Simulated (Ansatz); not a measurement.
Reactions of C₄H₈AlN (`C#[C][Al]([CH3])[NH]C`).

Gas-phase electronic energies from Ansatz, PBE0-D4/def2-TZVP geometries. CCSD(T)/CBS is the MP2 limit (def2-TZVPP, def2-QZVPP) plus CCSD(T) − MP2 in def2-TZVPP, frozen cores. This one scheme is used for every species, atoms too. Functionals use def2-TZVPP. Open shells (•) are unrestricted, without spin–orbit coupling. Spin–orbit coupling would lower the free atoms: a little for Al, C. Each species was taken in one conformer, which may not be the lowest.

| reaction | MP2/CBS(def2) (kJ/mol) | PBE-D4 (kJ/mol) | CCSD/CBS(def2) (kJ/mol) |
| --- | --- | --- | --- |
| `C#[C][Al]([CH3])[NH]C` → Al• + 4 C• + 8 H• + N• | 5605 | 5625 | 5428 |
| `C#[C][Al]([CH3])[NH]C` + H–F → `C#[C][Al]([CH3])[F]` + CH₃NH₂ | -90 | -89 | -95 |
| `C#[C][Al]([CH3])[NH]C` → `C#[C][Al][CH3]`• + `C[NH]`• | 477 | 420 | 443 |
| `C#[C][Al]([CH3])[NH]C` + SiH₄ → `C[NH][Al]([CH3])[SiH3]` + acetylene | 69 | 45 | 62 |

Q: Give the CCSD(T)/CBS values in the same order. (An estimate is asked.)

A: Computed: 5512, -92, 452, 61 kJ/mol.

Largest T1 diagnostic: 0.018, for Al•.
